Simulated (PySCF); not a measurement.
F⁺ (fluorine, charge +1) across methods

[He] 2s2 2p4, high-spin 3P determinant. Calculation: PySCF 2.14, in aug-cc-pV5Z (7s6p5d4f3g2h, 127 functions); no relativity, point nucleus.

```
   method  E (hartree)  mean ε 2s β (eV)  mean ε 2p α (eV)  mean ε 2p β (eV)  Σ⟨r²⟩ (bohr²)   ⟨S²⟩
   r2SCAN     -99.0888           -44.925           -30.855           -27.062          7.157  2.003
BHandHLYP     -99.1136           -50.141           -35.594           -31.661          7.156  2.003
     PW91     -99.0896           -44.557           -29.999           -26.581          7.237  2.002
     PBE0     -99.0406           -47.290           -32.784           -29.043          7.181  2.002
      PBE     -99.0268           -44.473           -29.888           -26.462          7.243  2.002
    HSE06     -99.0500           -46.838           -32.348           -28.669          7.182  2.002
      LDA     -98.4545           -44.515           -30.027           -26.191          7.276  2.002
```

(1) Estimate the same row for UHF.

Answers

(1) E (hartree) = -98.84094; mean ε 2s β (eV) = -54.259; mean ε 2p α (eV) = -40.727; mean ε 2p β (eV) = -35.665; Σ⟨r²⟩ (bohr²) = 7.090; ⟨S²⟩ = 2.005.
